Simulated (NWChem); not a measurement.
System: C$_{2}$H$_{7}$BO; SMILES BOCC

```xyz
11

B     -0.1928     1.8107    -0.2613
H      0.2125     1.8588    -1.4069
H     -0.7515     2.7400     0.2731
O     -0.0298     0.6991     0.4666
C      0.5934    -0.4707    -0.0298
C     -0.3902    -1.6170    -0.0777
H      1.0195    -0.2708    -1.0289
H      1.4279    -0.7095     0.6499
H     -1.2038    -1.4099    -0.7894
H      0.1156    -2.5422    -0.3926
H     -0.8367    -1.7866     0.9133
```
Atoms are numbered in this order, from 1.

Program: NWChem. Medium grid unless said otherwise, to which SCAN and Minnesota functionals are sensitive. Coordinates come from a PBE0/def2-SVP optimisation. Hybrids' shares of exact exchange are those that their runs print; pure functionals count as 0. The functionals differ in more than this share.

```
row                                   share of exact exchange  highest occupied level (eV)
------------------------------------  -----------------------  ---------------------------
PBE/def2-SVP                                             0.00                        -6.88
LDA (Slater exchange, VWN5)/def2-SVP                     0.00                        -6.92
TPSSh/def2-SVP                                           0.10                        -7.69
B3LYP/def2-SVP                                           0.20                     withheld
M06-2X/def2-SVP                                          0.54                        -9.81
```

Fit a straight line of the last column on the one before it, predict the withheld value, and compare with the run.


1. Means of the 4 shown rows: x = 0.160, y = -7.825. Slope Σ(x − x̄)(y − ȳ)/Σ(x − x̄)² = -1.058/0.1992 = -5.313; intercept -6.975.
2. The shown rows scatter about the line by 0.108 (root mean square); the largest residual is -0.18, at TPSSh/def2-SVP.
3. At x = 0.20 (B3LYP/def2-SVP; inside the shown range) the line gives -8.04.
4. The run gives -8.17, -0.13 from the line, 1.2 times the scatter.
